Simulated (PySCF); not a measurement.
PySCF 2.14 output of an unrestricted BP86 calculation on a single atom or ion in x2c-QZVPPall (16s10p9d6f1g, 142 functions), with the spin-free X2C one-electron Hamiltonian (Gaussian nucleus):

```
SCF conv_tol = 1e-09
number electrons alpha = 42  beta = 39
    A. D. Becke.,  Phys. Rev. A 38, 3098 (1988)
    J. P. Perdew.,  Phys. Rev. B 33, 8822 (1986)
cycle= 1 E= -21536.8506199385  delta_E= -0.0577  |g|= 0.163  |ddm|= 0.989
cycle= 2 E= -21536.8503126765  delta_E= 0.000307  |g|= 0.186  |ddm|= 0.333
cycle= 3 E= -21536.8517513286  delta_E= -0.00144  |g|= 0.00418  |ddm|= 0.171
cycle= 4 E= -21536.8517523965  delta_E= -1.07e-06  |g|= 0.00158  |ddm|= 0.00426
cycle= 5 E= -21536.8517527549  delta_E= -3.58e-07  |g|= 0.000255  |ddm|= 0.00216
cycle= 6 E= -21536.8517527621  delta_E= -7.16e-09  |g|= 3.09e-06  |ddm|= 0.000309
cycle= 7 E= -21536.8517527621  delta_E= -1.46e-11  |g|= 4.75e-07  |ddm|= 5.68e-06
converged SCF energy = -21536.8517527621  <S^2> = 3.7516886  2S+1 = 4.0008442
```

The run itself started from symmetry-adapted Hartree-Fock orbitals and held the occupation by maximum overlap, on a logarithmic radial grid, so the iterations belong to that start.

Q: Which element, charge and spin multiplicity is this?

A: Bi²⁺ (bismuth, charge +2), multiplicity 4; the state was [Xe] 4f14 5d10 6s1 6p2, high-spin 4P determinant (an excited configuration).

Spin-orbit coupling is strong in this species (close to jj coupling), so the high-spin LS determinant is a model state, not a physical level.
